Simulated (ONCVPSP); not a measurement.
# Varying the ONCV potential for sulfur (S)

Base potential:

```json
{"Element": "sulfur", "Generator": "ONCVPSP 4.0.1", "Type": "optimised norm-conserving Vanderbilt (ONCV)", "Functional": "PBE", "Relativity": "non-relativistic", "Frozen core": "[Ne]", "Valence charge": "6", "Reference configuration": "3s2 3p4", "Partial waves": "3s: rc 1.60 bohr, ncon 5, nbas 8, qcut 4.5 1/bohr, 2 projectors, debl 3.3 Ha; 3p: rc 1.70 bohr, ncon 4, nbas 8, qcut 4.7 1/bohr, 2 projectors, debl 1.3 Ha; d scattering state at 0.16 Ha: rc 1.70 bohr, ncon 4, nbas 8, qcut 5.8 1/bohr, 2 projectors, debl 2.1 Ha", "Local potential": "polynomial inside 1.25 bohr (lpopt 5, dvloc0 3 Ha)", "Core correction": "Teter function, fcfact 2, rcfact 1.1"}
```

All-electron outer shells of the reference configuration (PBE, non-relativistic, ld1.x):

```json
{"shell": "2s", "level (eV)": "-210.43", "outermost node (bohr)": "0.13", "outermost maximum (bohr)": "0.39"}
{"shell": "2p", "level (eV)": "-156.49", "outermost node (bohr)": "–", "outermost maximum (bohr)": "0.33"}
{"shell": "3s", "level (eV)": "-17.14", "outermost node (bohr)": "0.60", "outermost maximum (bohr)": "1.42"}
{"shell": "3p", "level (eV)": "-7.02", "outermost node (bohr)": "0.58", "outermost maximum (bohr)": "1.61"}
```

Cutoffs, loose and tight: the cutoffs (Ha) at which the residual kinetic energy of the hardest occupied pseudo-wave falls to 1 and 0.1 mHa per electron. They do not see the model core or the augmentation charge, which bear on the density cutoff. Test errors are all-electron minus pseudo excitation energies from the reference, over the configurations 3s2 3p3; 3s2 3p2; 3s2 3p1; 3s2 3p3.5. A dash means not determined; rows that change the core or the reference have their own tests.

```csv
change,outcome,"cutoff, loose","cutoff, tight",bound ghosts,GHOST(+) flags above zero,largest test error (meV)
base,generated,22 Ha,54 Ha,none,none,+26
"core correction Teter function, fcfact 2, rcfact 1",generated,22 Ha,54 Ha,none,none,+29
"core correction Teter function, fcfact 2, rcfact 1.14",generated,22 Ha,54 Ha,none,none,+25
"core correction Teter function, fcfact 2, rcfact 1.24",generated,22 Ha,54 Ha,none,none,+24
"core correction Teter function, fcfact 2, rcfact 1.4",generated,22 Ha,54 Ha,none,none,+24
"core correction Teter function, fcfact 2, rcfact 1.5",generated,22 Ha,54 Ha,none,none,+22
"core correction Teter function, fcfact 2, rcfact 1.64",generated,22 Ha,54 Ha,none,none,+8.3
"core correction Teter function, fcfact 2, rcfact 1.8",generated,22 Ha,54 Ha,none,none,-32
"core correction Teter function, fcfact 2, rcfact 1.9",generated,22 Ha,54 Ha,none,none,-74
"core correction Teter function, fcfact 2, rcfact 2.04",generated,22 Ha,54 Ha,none,none,-159
```

Reading the sweep of the rcfact (base included, trends over the rows without a ghost): The loose cutoff stays near 22 Ha. The median size of the test errors (rows with all tests solved) is not monotonic: lowest 2.2 meV at 1.14, highest 25.0 meV at 2.04.
